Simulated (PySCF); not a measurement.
**Electron correlation in F⁺ (fluorine, charge +1)**

Starting occupation: [He] 2s1 2p5, 2s1/2 with m_j = +1/2, 2p1/2 with m_j = -1/2, +1/2, 2p3/2 with m_j = -1/2, +1/2, +3/2. Computed with PySCF 2.14 in x2c-TZVPall-2c, with X2C-1e with screened-nucleus spin-orbit coupling, Gaussian nucleus. Frozen: 1s2; 6 electrons correlated.

MP2 pair energies summed by pair of shells (mhartree):

```tsv
pair	energy	share (%)
2p-2p	-153.88	86.8
2p-2s	-23.32	13.2
```

Total MP2 correlation energy: -177.19 mhartree.

The GHF reference relaxed away from the jj start to a determinant that is no pure jj level (⟨S²⟩ = 2.01, ⟨J²⟩ = 6.01); the energies belong to that determinant.
